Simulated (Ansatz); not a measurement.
```yaml
crystal:
  periodic: [false, false, false]
  atoms:
    - {symbol: P, position_ang: [-1.940280, 0.740247, -0.967695]}
    - {symbol: B, position_ang: [-0.551606, 0.045427, 0.042627]}
    - {symbol: C, position_ang: [0.411976, -1.138375, 0.030846]}
    - {symbol: Si, position_ang: [1.017659, 0.326446, 1.130196]}
    - {symbol: H, position_ang: [-1.667034, 0.258837, -2.270478]}
    - {symbol: H, position_ang: [-1.546074, 2.084566, -1.141750]}
    - {symbol: H, position_ang: [0.761019, -1.611636, -0.883936]}
    - {symbol: H, position_ang: [0.315260, -1.868442, 0.840847]}
    - {symbol: H, position_ang: [2.076780, 1.275908, 0.709140]}
    - {symbol: H, position_ang: [1.205500, -0.164079, 2.513103]}
basis:
  gaussian: {orbitals: ANO-RCC-VTZP}
hamiltonian: {xc: {name: B3LYP5}}
output: {forces: true}
```

```sh
$ ansatz run in.yaml --threads 2 --pin off --events-out ev --progress --plain --max-ram 4352MiB
```

It prints (some lines left out):

```
Functional definition: B3LYP5
1534 factors; their error is unknown
mean field evaluation 1: about -19004.2872 eV, gradient 6.0e1 eV
mean field evaluation 2: about -18986.9986 eV, gradient 9.0e1 eV
mean field evaluation 4: about -19013.1584 eV, gradient 6.3e0 eV
mean field evaluation 8: about -19013.3823 eV, gradient 1.6e-1 eV
mean field evaluation 16: about -19013.3823 eV, gradient 1.1e-5 eV
mean field -19013.38230808 eV, -698.7289120885 hartree, gradient 1.1e-5 eV, S^2 0.000000; 0 other end points of the search recorded, 0 dependent functions left out
reference -19013.38263072 eV, -698.7289239452 hartree; 23, 23 occupied and 189, 189 virtual orbitals, 1534 factors
Total energy: -19013.38263072 eV, -698.7289239452 hartree
Relativity: scalar
Atom 0 at    -1.940280     0.740247    -0.967695 Å, force    -0.132483     0.071691    -0.094887 eV/Å
Atom 1 at    -0.551606     0.045427     0.042627 Å, force     0.083903    -0.087679     0.024422 eV/Å
Atom 2 at     0.411976    -1.138375     0.030846 Å, force    -0.066582    -0.206141    -0.039827 eV/Å
Atom 3 at     1.017659     0.326446     1.130196 Å, force     0.169703     0.191566     0.206376 eV/Å
Atom 4 at    -1.667034     0.258837    -2.270478 Å, force    -0.006366     0.015554     0.001807 eV/Å
Atom 5 at    -1.546074     2.084566    -1.141750 Å, force    -0.012372    -0.011187    -0.013629 eV/Å
Atom 6 at     0.761019    -1.611636    -0.883936 Å, force    -0.016374     0.019188     0.049299 eV/Å
Atom 7 at     0.315260    -1.868442     0.840847 Å, force     0.006125     0.019330    -0.096182 eV/Å
Atom 8 at     2.076780     1.275908     0.709140 Å, force    -0.036656    -0.046647     0.031207 eV/Å
Atom 9 at     1.205500    -0.164079     2.513103 Å, force     0.011101     0.034324    -0.068587 eV/Å
Dipole moment:     0.131087    -0.056742    -0.059158 e Å
```

Hardware: 2 threads of an Arm Neoverse N1 on a shared host. Wall time 24 s, peak host memory 0.75 GiB.
